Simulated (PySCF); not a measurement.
Mo(NH)(S)(Me)(SH) (CH5MoNS2), SMILES [CH3][Mo](=[NH])(=[S])[SH], multiplicity 1.

Geometry optimised at B3LYP-D3(BJ)/def2-SVP. The multiplicity is an assumed one; no other spin state was optimised. The structure was generated by enumeration; whether it is a known compound was not checked. The def2 effective core potentials stand for the cores of Mo; spin–orbit coupling is left out. The values are those of a single conformer.

Computed with TDDFT-PBE/def2-SVPD (PySCF 2.14.0).

Vertical excitations. 

| state | energy (eV) | λ (nm) | f | main pairs |
|---|---|---|---|---|
| S1 | 3.05 | 406 | 0.004 | HOMO→LUMO 87 % |
| S2 | 3.18 | 390 | 0.005 | HOMO−1→LUMO 74 % |
| S3 | 3.42 | 362 | 0.005 | HOMO→LUMO+1 82 % |
| S4 | 3.46 | 358 | 0.004 | HOMO−2→LUMO 49 %, HOMO−1→LUMO+1 29 %, HOMO−2→LUMO+1 10 %, HOMO→LUMO+1 8 % |
| S5 | 3.74 | 332 | 0.026 | HOMO−2→LUMO+1 45 %, HOMO−2→LUMO 27 %, HOMO−1→LUMO+1 14 %, HOMO−1→LUMO 7 % |
| S6 | 3.97 | 312 | 0.017 | HOMO−2→LUMO+1 34 %, HOMO−1→LUMO+1 28 %, HOMO→LUMO+2 12 %, HOMO−3→LUMO 10 % |
| S7 | 4.28 | 290 | 0.006 | HOMO−3→LUMO 54 %, HOMO−4→LUMO 19 %, HOMO→LUMO+2 17 % |
| S8 | 4.47 | 277 | 0.009 | HOMO−4→LUMO 58 %, HOMO−3→LUMO 12 %, HOMO−5→LUMO 10 % |
| S9 | 4.58 | 271 | 0.003 | HOMO−1→LUMO+2 71 % |
| S10 | 4.59 | 270 | 0.003 | HOMO−3→LUMO+1 56 %, HOMO−5→LUMO 16 %, HOMO−1→LUMO+2 14 % |
| T1 | 2.66 | 466 | 0 | HOMO→LUMO 90 % |
| T2 | 2.79 | 444 | 0 | HOMO−1→LUMO 90 % |
| T3 | 3.00 | 413 | 0 | HOMO−2→LUMO 78 %, HOMO−1→LUMO+1 12 % |
| T4 | 3.03 | 409 | 0 | HOMO→LUMO+1 64 %, HOMO−1→LUMO+1 25 % |
Triplets are in the Tamm–Dancoff approximation, which puts them higher than full response would, so one can lie above its singlet here.
